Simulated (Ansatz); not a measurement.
Reactions of CH5AlF2OSi, SMILES `[CH3][AlH][O][SiH](F)F`.

Program: Ansatz. Geometries: PBE0-D4/def2-TZVP. ΔE: electronic, gas phase. CBS: MP2 limit from def2 TZ/QZ plus the TZ coupled-cluster correction, frozen cores. Elements past krypton have def2 core potentials. For Ge, I outer-core shells are correlated without core-valence functions, which leaves a few kJ/mol of doubt a bond. Scalar relativity is left out up to krypton. One conformer a species, not always the lowest.

Task: Order these by ΔE at CCSD(T)/CBS, lowest first. (Best estimate.)
A. `[CH3][AlH][O][SiH](F)F` + `B[S][GeH3]` → `F[SiH](F)[S][GeH3]` + `B[O][AlH][CH3]`
B. `[CH3][AlH][O][SiH](F)F` + `C#CC(=O)[SiH3]` → `O=C([SiH3])[SiH](F)F` + `C#C[O][AlH][CH3]`
C. `[CH3][AlH][O][SiH](F)F` + `B[SiH2]C` → `C[SiH2][SiH](F)F` + `B[O][AlH][CH3]`
D. `[CH3][AlH][O][SiH](F)F` + `[SH][GeH3]` → `F[SiH](F)[S][GeH3]` + `[CH3][AlH][OH]`
E. `[CH3][AlH][O][SiH](F)F` + `C=CI` → `[CH3][AlH]/[CH]=C/I` + `O[SiH](F)F`
F. `[CH3][AlH][O][SiH](F)F` + `[SiH3][NH][GeH3]` → `F[SiH](F)[NH][GeH3]` + `[CH3][AlH][O][SiH3]`

Result: C (-0.3 kcal/mol), F (+2.2 kcal/mol), A (+8.4 kcal/mol), D (+19.0 kcal/mol), E (+36.2 kcal/mol), B (+60.2 kcal/mol).

Largest T1 diagnostic: 0.016, for `C#CC(=O)[SiH3]`.
